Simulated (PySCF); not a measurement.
All values below come from PBE-D3(BJ)/def2-TZVP // M06-2X/def2-TZVP (PySCF). Isolated molecules, 0 K electronic values unless said otherwise. One relaxed conformer stands for a flexible species; it need not be the lowest. Delta-SCF ions had no search for a lower state. 

Reference species (SMILES): `B` (neutral, multiplicity 1).

```json
{
  "vertical ionisation energy (Delta-SCF)": "12.91 eV",
  "HOMO–LUMO gap": "5.44 eV",
  "HOMO": "-8.49 eV"
}
```

After one change: the vertical ionisation energy (Delta-SCF) falls by 1.86 eV; the HOMO–LUMO gap falls by 0.88 eV; the HOMO goes up by 1.24 eV.

Question: Which change was made? The new species is one of these.
A. `BB`
B. `BC#CC`
C. `BNC`
D. `BC`

Answer: A, `BB`
